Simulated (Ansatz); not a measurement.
One change: `[SiH3]C1BN1` becomes `NC1BN1`.

Ansatz, PBE0-D4/def2-TZVP geometries, multiplicity 1. Each molecule was computed in one conformer, which needn't be the lowest.

```
                                      property  `[SiH3]C1BN1`
size of the dipole moment (PBE/def2-TZVPP) / D           1.44
           HOMO–LUMO gap (PBE/def2-TZVPP) / eV           5.06
         HOMO–LUMO gap (B3LYP/def2-TZVPP) / eV           6.83
            LUMO energy (PBE0/def2-TZVPP) / eV          -0.17
            HOMO energy (PBE0/def2-TZVPP) / eV          -7.44
       HOMO–LUMO gap (ωB97M-V/def2-TZVPP) / eV          11.38
```

Task: Give the same properties after the change, and the shifts. (Best estimate.)

Result: The calculation gave: 
```
                                      property  `NC1BN1`  shift
size of the dipole moment (PBE/def2-TZVPP) / D      2.16   0.72
           HOMO–LUMO gap (PBE/def2-TZVPP) / eV      4.45  -0.61
         HOMO–LUMO gap (B3LYP/def2-TZVPP) / eV      6.32  -0.51
            LUMO energy (PBE0/def2-TZVPP) / eV      0.10   0.27
            HOMO energy (PBE0/def2-TZVPP) / eV     -6.69   0.75
       HOMO–LUMO gap (ωB97M-V/def2-TZVPP) / eV     10.91  -0.47
```

With PBE0 the HOMO rises by 0.75 eV and the LUMO rises by 0.27 eV, so the gap narrows by about 0.48 eV. PBE moves the HOMO by 0.89 eV and ωB97M-V by 0.70 eV. Dipoles are sizes alone; their direction can turn.

B3LYP here is the variant with VWN-RPA as its local correlation; programs differ in this.
